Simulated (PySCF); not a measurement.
These 3 structures share the formula C5H8Se. The calculation used PySCF, PBE0-D3(BJ)/def2-SVP geometry optimisation, gas phase. One conformer each; no zero-point energy, no entropy. No frequencies were run at this level. Point groups hold within 0.08 Å.

Task: Rank from lowest to highest electronic energy at this level (kcal/mol).
A. `[CH2:1]=[CH:2][C:3](=[CH2:4])[Se:5][CH3:6]` with C1–C2–C3–C4 -169°, C2–C3–Se5–C6 68°
B. `[CH:1]#[C:2][CH2:3][C@H:4]([CH3:5])[SeH:6]` with C2–C3–C4–C5 61°, C3–C4–Se6–H 58°
C. `[CH3:1][C@H:2]1[CH:3]=[CH:4][Se:5][CH2:6]1` with C1–C2–C3–C4 147°, C3–C4–Se5–C6 -13°, C4–Se5–C6–C2 24°, C1–C2–C6–Se5 -156°

Result: C (0.0), A (22.8), B (36.5).

As drawn, the lowest has a C=C bond outside aromatic rings, which the highest lacks; the highest has a C≡C bond, which the lowest lacks.

```csv
SMILES,E (Eh),E rel (kcal/mol),dipole (D),point group,"A, B, C (MHz)"
C[C@H]1C=C[Se]C1,-2595.93817,0.0,1.55,C1,"5607, 1579, 1283"
C=CC(=C)[Se]C,-2595.90178,22.8,1.33,C1,"3118, 1915, 1454"
C#CC[C@H](C)[SeH],-2595.88001,36.5,1.42,C1,"3354, 1436, 1203"
```
